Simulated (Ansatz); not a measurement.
Job for Ansatz (a first-principles code): R-wB97M-V/def2-TZVPP on FGeHS (SMILES [F][Ge][SH]), a point of a torsion scan.

Ansatz 0.2 input:
```yaml
crystal:
  periodic: [false, false, false]
  atoms:
    - {symbol: F, position_ang: [1.55688248, -0.77824628, 0.20251683]}
    - {symbol: Ge, position_ang: [0.92559398, 0.85955308, -0.32167429]}
    - {symbol: S, position_ang: [-1.20709068, 0.54789141, 0.35575750]}
    - {symbol: H, position_ang: [-1.15739279, -0.76349222, 0.16371467]}
basis:
  gaussian:
    orbitals: def2-TZVPP
hamiltonian:
  xc: {name: wB97M-V}
scf: {lower_state_search: off}
```

**Question.** Give the final energy of this run.

**Answer.** -2575.6007 hartree.
